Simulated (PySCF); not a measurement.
C₆ coefficients of unlike pairs at B3LYP

Calculated with PySCF 2.14 from the dipole response of each species, C₆(A,B) = (3/π) ∫ α_A(iu) α_B(iu) du, in atomic units, from isotropic polarisabilities. For ions this is the dispersion term alone; charge-induced terms of lower order in 1/R come first.

```json
{"species": "I³⁺", "configuration": "[Kr] 4d10 5s2 5p2 (3P)", "basis": "aug-cc-pVQZ-PP with one added diffuse shell each of s, p, d, f, g type with ECP28MDF (8s8p6d4f3g)", "relativity": "core potential", "α (bohr³)": "10.01", "C₆ (like pair)": "54.89"}
{"species": "Ni⁺", "configuration": "[Ar] 3d9 (2D)", "basis": "def2-QZVPPD (11s6p5d4f2g)", "relativity": "none", "α (bohr³)": "8.007", "C₆ (like pair)": "27.33"}
{"species": "Tl", "configuration": "[Xe] 4f14 5d10 6s2 6p1 (2P)", "basis": "aug-cc-pVTZ-DK3 (9s8p6d3f)", "relativity": "spin-free X2C", "α (bohr³)": "80.69", "C₆ (like pair)": "830.8"}
```

(1) Estimate C₆ for Tl with I³⁺.

No spin-orbit coupling is included.

The other pairs:

```
    pair     C₆
 Tl, Ni⁺  134.4
Ni⁺, I³⁺  38.54
```

## Answers

(1) The integral gives 185.6. The combination rule 2 C_A C_B / (C_A α_B/α_A + C_B α_A/α_B) gives 167.2 and the geometric mean 213.5.
